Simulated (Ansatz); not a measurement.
A structure relaxed at B3LYP-D4/def2-SVP in Ansatz, charge 1, singlet:

Cartesian coordinates in Å:
```
Nb 1.196 0.307 -0.717
Nb -1.074 -0.150 -0.999
Nb -0.098 -0.362 1.770
S 1.501 1.230 1.579
S 0.364 -1.961 0.064
S -2.104 0.494 1.186
S 0.215 0.441 -2.883
```

**Question.** Give its formula.

**Answer.** Nb3S4⁺.

**Question.** Summarise the bond lengths by kind (pairs closer than 1.2 times the sum of covalent radii, bridged metal pairs left out).

**Answer.** 9 × Nb–S 2.26 to 2.55 Å.

In the def2 sets Nb takes a core potential; there is no spin–orbit coupling. The restricted singlet is unstable towards broken spin symmetry at other levels; at B3LYP-D4/def2-SVP this wasn't settled. The relaxation made no stability test and no search for a lower SCF solution. No other spin state of charge 1 was run. Another isomer (singlet) lies 0.29 eV lower at PBE0-D4/def2-TZVP; other spin states weren't run for this one.
